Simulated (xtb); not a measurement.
P (SMILES [P-]), charge -1, triplet; GFN1-xTB (xtb 6.7.1).

Input for xtb:
```
$ xtb mol.xyz --gfn 1 --chrg -1 --uhf 2 --json

# file mol.xyz
1

P      0.00000000     0.00000000     0.00000000
```

The log (banner, timings and long lists left out):

```
   ID    Z sym.   atoms
    1   15 P      1

           -------------------------------------------------
          |                Calculation Setup                |
           -------------------------------------------------

           -------------------------------------------------
          |                 G F N 1 - x T B                 |
           -------------------------------------------------

          ...................................................
          :                      SETUP                      :
          :.................................................:
          :  # basis functions                  10          :
          :  # atomic orbitals                   9          :
          :  # shells                            3          :
          :  # electrons                         6          :
          :  # halogen bonds                     0          :
          :  max. iterations                   250          :
          :  Hamiltonian                  GFN1-xTB          :
          :  restarted?                      false          :
          :  GBSA solvation                  false          :
          :  PC potential                    false          :
          :  electronic temp.          300.0000000     K    :
          :  accuracy                    1.0000000          :
          :  -> integral cutoff          0.2500000E+02      :
          :  -> integral neglect         0.1000000E-07      :
          :  -> SCF convergence          0.1000000E-05 Eh   :
          :  -> wf. convergence          0.2000000E-04 e    :
          :  Broyden damping             0.4000000          :
          :  net charge                         -1          :
          :  unpaired electrons                  2          :
          ...................................................

 iter      E             dE          RMSdq      gap      omega  full diag
   1     -2.5200569 -0.252006E+01  0.566E+00   11.38      11.4  T
   2     -2.5200569  0.000000E+00  0.453E+00   11.32      11.3  T
   3     -2.5200569  0.000000E+00  0.348E+00   11.26      11.3  T
   4     -2.5200569  0.000000E+00  0.279E+00   11.22      11.2  T
   5     -2.5200569  0.000000E+00  0.223E+00   11.19      11.2  T
   6     -2.5200569  0.000000E+00  0.178E+00   11.16      11.2  T
   7     -2.5200569  0.000000E+00  0.143E+00   11.14      11.1  T
   8     -2.5200569  0.000000E+00  0.114E+00   11.13      11.1  T
[...]
         :: total energy              -2.520056876116 Eh    ::
[...]
         :: dispersion energy          0.000000000000 Eh    ::
         :: halogen bond corr.         0.000000000000 Eh    ::
         :: add. restraining           0.000000000000 Eh    ::
         :: total charge              -1.000000000000 e     ::
         :::::::::::::::::::::::::::::::::::::::::::::::::::::

           -------------------------------------------------
          |                Property Printout                |
           -------------------------------------------------

    * Orbital Energies and Occupations

         #    Occupation            Energy/Eh            Energy/eV
      -------------------------------------------------------------
         1        2.0000           -0.1606354              -4.3711
         2        1.3333            0.1013292               2.7573
         3        1.3333            0.1013292               2.7573
         4        1.3333            0.1013292               2.7573 (HOMO)
         5                          0.5078935              13.8205 (LUMO)
         6                          0.5078935              13.8205
         7                          0.5078935              13.8205
         8                          0.5078935              13.8205
         9                          0.5078935              13.8205
      -------------------------------------------------------------
                  HL-Gap            0.4065644 Eh           11.0632 eV
             Fermi-level            0.2026410 Eh            5.5141 eV

  Mulliken/CM5 charges         n(s)   n(p)   n(d)
     1P    -1.00000 -1.00000   2.000  4.000  0.000

Wiberg/Mayer (AO) data.
largest (>0.10) Wiberg bond orders for each atom

 ---------------------------------------------------------------------------
     #   Z sym  total        # sym  WBO       # sym  WBO       # sym  WBO
 ---------------------------------------------------------------------------
     1  15 P    0.000
 ---------------------------------------------------------------------------

 dipole moment from electron density (au)
     X       Y       Z
   0.0000   0.0000   0.0000  total (Debye):    0.000

           -------------------------------------------------
          | TOTAL ENERGY               -2.520056876116 Eh   |
          | GRADIENT NORM               0.000000000000 Eh/α |
          | HOMO-LUMO GAP              11.063179094736 eV   |
           -------------------------------------------------

normal termination of xtb
```
